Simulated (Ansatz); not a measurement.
Consider the hydrogenolysis of the Si–O bond: `O[SiH](O)[SiH2]Cl` + H₂ → `O[SiH2][SiH2]Cl` + H₂O.

Program: Ansatz. Geometries: PBE0-D4/def2-TZVP. ΔE: electronic, gas phase. CBS: MP2 limit from def2 TZ/QZ plus the TZ coupled-cluster correction, frozen cores. This one scheme is used for every species. Each species was taken in one conformer, which may not be the lowest.

`O[SiH](O)[SiH2]Cl`:

```xyz
10

O    -1.212   -1.479    0.207
Si   -0.432   -0.346   -0.690
O    -1.331    0.993   -1.007
Si    1.386    0.459    0.559
Cl    0.740    0.368    2.532
H    -1.306   -1.293    1.145
H    -0.078   -1.053   -1.946
H    -2.128    0.892   -1.531
H     1.770    1.863    0.276
H     2.591   -0.404    0.456
```

H₂:

Z-matrix (Å, degrees):
```
H
H 1 0.746
```

`O[SiH2][SiH2]Cl`:

Cartesian coordinates in Å:
```
O -1.139 -1.325 0.993
Si -0.360 0.128 1.044
Si 0.481 0.598 -1.098
Cl 1.259 -1.217 -1.744
H -0.696 -2.032 0.518
H -1.356 1.132 1.491
H 0.783 0.119 2.000
H -0.554 1.001 -2.083
H 1.582 1.595 -1.120
```

H₂O:

```xyz
3

O     0.006   -0.316    0.227
H    -0.743    0.253    0.038
H     0.737    0.064   -0.265
```

```tsv
species	MP2/def2-TZVPP energy (Eh)
`O[SiH](O)[SiH2]Cl`	-1191.17434
H₂	-1.16460
`O[SiH2][SiH2]Cl`	-1115.97942
H₂O	-76.32349
```

Work out ΔE.

ΔE = (-1115.97942) + (-76.32349) − (-1191.17434) − (-1.16460) = 0.03603 Eh = +22.6 kcal/mol. CCSD(T)/CBS gives +21.1 kcal/mol.

Largest T1 diagnostic among the species: 0.012.

The D4 term adds +1.5 kcal/mol with B3LYP and +0.8 kcal/mol with PBE0; it sums over pairs of atoms, weighted by their polarisabilities, and B3LYP, whose exchange is more repulsive, gets the larger term. In def2-TZVPP, CCSD(T) changes the Hartree–Fock value by +1.6 kcal/mol (the triples alone add +0.6 kcal/mol) and MP2 by +3.0 kcal/mol.

B3LYP here is the variant with VWN-RPA as its local correlation; programs differ in this.
